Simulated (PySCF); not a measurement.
Species: trichloro(2-chloroethyl)silane, C2H4Cl4Si.
SMILES: `ClCC[Si](Cl)(Cl)Cl`

The calculation used TDDFT CAM-B3LYP/def2-SVPD, vertical, gas phase, core orbitals frozen in the response in PySCF. One conformer (not necessarily the lowest) at the GFN2-xTB geometry, without solvent, vibrations or thermal averaging. Torsions of this conformer, `[Cl:1][CH2:2][CH2:3][Si:4]([Cl:5])([Cl:6])[Cl:7]`: Cl1–C2–C3–Si4 180°, C2–C3–Si4–Cl5 -60°.

Q: List the vertical singlet excitations with oscillator strengths and describe the spectrum.

A: 

```csv
state,E (eV),E (hartree),f,"main configurations (H = HOMO, L = LUMO)"
S1,7.23,0.2657,0.0008,H-1→L+1 (76%)
S2,7.23,0.2658,0.012,H→L+1 (76%)
S3,7.98,0.2932,0.136,"H→L (62%), H-3→L (16%)"
S4,8.02,0.2946,0.0002,"H-2→L (68%), H-2→L+2 (11%)"
S5,8.21,0.3017,0.030,"H-1→L (44%), H-1→L+4 (32%), H-1→L+5 (9%)"
S6,8.28,0.3045,0.022,"H-3→L+1 (31%), H-5→L (28%)"
S7,8.35,0.3068,0.0065,"H-4→L (29%), H→L+4 (12%)"
S8,8.35,0.3069,0.0063,"H-4→L (20%), H→L+4 (17%), H→L+2 (11%)"
```

Triplets, Tamm–Dancoff:

```csv
state,E (eV),λ (nm),"main configurations (H = HOMO, L = LUMO)"
T1,6.57,188.8,H-1→L+1 (70%)
T2,6.57,188.8,H→L+1 (69%)
T3,7.58,163.6,"H-2→L (59%), H-2→L+2 (14%), H-2→L+1 (8%)"
```

The lowest singlet comes at 171 nm (698 kJ/mol) in the vacuum ultraviolet; it is very weak; its leading configuration is HOMO-1→LUMO+1 (76%). The most intense listed level is S3 at 7.98 eV (155 nm, f = 0.136), 0.75 eV above S1. S1/S2 and S7/S8 lie within about 0.01 eV of each other in each set. Löwdin shares by element: HOMO chlorine 69% or more, carbon 19%; LUMO chlorine 60% or more, silicon 24% (atoms not listed hold the other 16%). Weighted by f, the mean energy of these states is 8.02 eV. The oscillator strengths of these states sum to 0.214; summed over the whole spectrum of an exact calculation they would give the number of electrons, 98 (Thomas–Reiche–Kuhn). Of the 8 states listed, 4 reach f = 0.01 and 1 stays under 0.0005. Singlets were solved by full linear response, triplets in the Tamm–Dancoff approximation.

Without π bonds the low states are Rydberg-like; a valence basis with one diffuse set may place them up to an eV too high.
